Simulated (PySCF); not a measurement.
phosphine (H3P), SMILES P. Atoms are numbered in the order given.

```xyz
4

P      0.0000     0.0000    -0.1282
H      1.0323     0.5960     0.6412
H      0.0000    -1.1920     0.6412
H     -1.0323     0.5960     0.6412
```

Geometry: B3LYP-D3(BJ)/def2-TZVP.

Two levels are set side by side: PBE/pcSseg-1 (PySCF) and KT2/pcSseg-1 (PySCF). GIAO shifts against PH3 (³¹P), TMS (¹H) at the same level; non-relativistic, no solvent, atoms listed together averaged. Differences are taken from unrounded values.

```tsv
quantity	KT2	PBE	PBE minus KT2
δ(³¹P) of P1 (ppm)	0.0	0.0	0.0
δ(¹H) of H2, H3, H4 (ppm)	2.02	2.06	0.04
```

Rough cost on one machine, each run with all the roots and properties that it gave: KT2 against PBE within a factor of 2.
